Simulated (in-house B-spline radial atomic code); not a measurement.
Configurations of Ar, with energies counted from [Ne] 3s2 3p6. All numbers are computed (non-relativistic B97-1, spin-polarised, spherical fractional occupations; point nucleus) with a radial B-spline atomic code at the basis-set limit, not measured. Caution: exact exchange at fractional occupations of open shells leaves self-interaction of up to several eV. Shells without spins written out take the highest spin.

Occupations are held fixed; configurations that lie above the ionisation limit could autoionise.

```json
{"configuration": "[Ne] 3s2 3p5 4s1", "E - E(ref) (eV)": "12.701", "highest orbital": "4s up", "its <r> (bohr)": "5.289"}
{"configuration": "[Ne] 3s2 3p(2 up, 3 down) 4s(1 up, 0 down)", "E - E(ref) (eV)": "12.738", "highest orbital": "4s up", "its <r> (bohr)": "5.331"}
{"configuration": "[Ne] 3s2 3p5 3d1", "E - E(ref) (eV)": "15.112", "highest orbital": "3d up", "its <r> (bohr)": "8.961"}
{"configuration": "[Ne] 3s1 3p6 4s1", "E - E(ref) (eV)": "26.813", "highest orbital": "4s up", "its <r> (bohr)": "5.235"}
{"configuration": "[Ne] 3s(0 up, 1 down) 3p6 4f(1 up, 0 down)", "E - E(ref) (eV)": "30.09", "highest orbital": "4f up", "its <r> (bohr)": "18.48"}
{"configuration": "[He] 2s2 2p(2 up, 3 down) 3s2 3p6 4s(0 up, 1 down)", "E - E(ref) (eV)": "249.08", "highest orbital": "4s down", "its <r> (bohr)": "5.18"}
```

(1) Order these further configurations by energy, lowest first.
A. [Ne] 3s1 3p6 4p1
B. [He] 2s2 2p5 3s2 3p6 3d1
C. [Ne] 3s2 3p5 4p1
D. [Ne] 3s2 3p5 4d1
E. [Ne] 3s2 3p(2 up, 3 down) 4p(1 up, 0 down)

(2) How far above the reference does [He] 2s2 2p5 3s2 3p6 4p1 lie?

(3) How far above the reference does [Ne] 3s2 3p5 4f1 lie?

## Answers

(1) C (14.267 eV), E (14.293 eV), D (15.584 eV), A (28.409 eV), B (251.56 eV).

(2) 250.69 eV; its least bound orbital is 4p up with <r> = 7.134 bohr.

(3) 15.933 eV; its least bound orbital is 4f up with <r> = 18.47 bohr.
